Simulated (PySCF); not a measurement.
# Field gradients at the hydrogen positions

C5H6F2.
Geometry (PBE0-D3(BJ)/def2-SVP, Å), atoms numbered from 1 in this order:
```
atom  x, y, z in Å
C1     2.5281    0.8040   -0.3254
C2     1.5409   -0.0991   -0.2500
C3     0.1415    0.2501   -0.0828
C4    -0.8541   -0.6437   -0.0042
C5    -2.2890   -0.2702    0.1520
F6    -2.8238   -0.9135    1.2195
F7    -2.4349    1.0582    0.3505
H8     3.5710    0.5046   -0.4520
H9     2.3206    1.8766   -0.2615
H10    1.7789   -1.1673   -0.3153
H11   -0.1058    1.3153   -0.0165
H12   -0.6582   -1.7194   -0.0657
H13   -2.8933   -0.5459   -0.7332
```

Level: PBE0/pcSseg-1 (PySCF, non-relativistic); Q(2H) = 0.00286 b; rigid geometry, the same for H and D, with no vibrational averaging.

Question: Rank these positions by the coupling χzz of a deuteron there, largest first.
A. H11 (vinylic hydrogen)
B. H8 (vinylic hydrogen)
C. H13 (methine hydrogen)

Answer: B (206 kHz), A (197 kHz), C (174 kHz).

Q: Tabulate Vzz, the asymmetry η and χzz = 234.96 MHz × Q × Vzz for every hydrogen position.

A: 
```
atom  bonded to  bond length (Å)  Vzz (au)     η  χzz (kHz)
  H8         C1            1.092    0.3069  0.05        206
  H9         C1            1.094    0.3030  0.06        204
 H10         C2            1.096    0.2969  0.07        199
 H11         C3            1.096    0.2939  0.06        197
 H12         C4            1.095    0.2991  0.09        201
 H13         C5            1.107    0.2588  0.04        174
```

Q: How does χzz go with the bond length over the 6 C–H bonds?

A: A straight-line fit has a slope of -23.0 kHz for each 0.01 Å, with a correlation coefficient of -0.99, over lengths from 1.092 to 1.107 Å. The longer bonds have the smaller couplings here.

One conformer (not necessarily the lowest) at the PBE0-D3(BJ)/def2-SVP geometry, without solvent, vibrations or thermal averaging. A larger basis could move these couplings by a tenth or more.
